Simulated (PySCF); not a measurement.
C4H7FSe.
Bonds: C1–C2 (double), C2–F3, C2–Se4, Se4–C5, C5–C6. Hydrogens: H7, H8 on C1; H9, H10 on C5; H11, H12, H13 on C6.

Computed, not measured: CAM-B3LYP/def2-SV(P) geometry optimisation, gas phase (PySCF).

(1) Give the optimised bond lengths and angles.

Answers

(1) 
```tsv
bond	length (bohr)
C1=C2	2.510
C2–F3	2.530
C2–Se4	3.592
Se4–C5	3.707
C5–C6	2.870
C1–H7	2.068
C1–H8	2.063
C5–H9, C5–H10	2.080
C6–H11, C6–H12, C6–H13	2.085
```

Bonds in one row agree within 0.02 bohr and their mean is given. A selection of angles:
```tsv
angle	degrees
C2–C1–H7	119.9
C2–C1–H8	120.6
H7–C1–H8	119.5
C1–C2–F3	120.6
C1–C2–Se4	125.6
F3–C2–Se4	113.8
C2–Se4–C5	96.8
Se4–C5–C6	114.4
Se4–C5–H9	103.9
Se4–C5–H10	106.9
C6–C5–H9	111.6
H9–C5–H10	107.7
C5–C6–H11	111.1
C5–C6–H13	110.1
H11–C6–H12	108.0
```

Torsions: C1–C2–Se4–C5 -140° (anticlinal); C2–Se4–C5–C6 65° (synclinal). The mirror-image conformer, all signs reversed, is as good.

The 2 C–Se bonds span 1.901 Å (C2–Se4, drawn single) to 1.961 Å (Se4–C5, drawn single), a spread of 0.060 Å. Se4 (selenium bonded to 2 C) is bent (angle 96.8°). Of the pairs four or more bonds apart, F3···H10 is among the closest relative to their van der Waals radii: 2.61 Å, 98 % of the sum of Bondi's values. The 2 C–C bonds span 1.328 Å (C1=C2, drawn double) to 1.519 Å (C5–C6, drawn single), a spread of 0.191 Å.

Point group: C1 (no symmetry element, even within 0.4 Å). Whether it is a minimum is left open (no frequencies). One conformer, not necessarily the lowest.
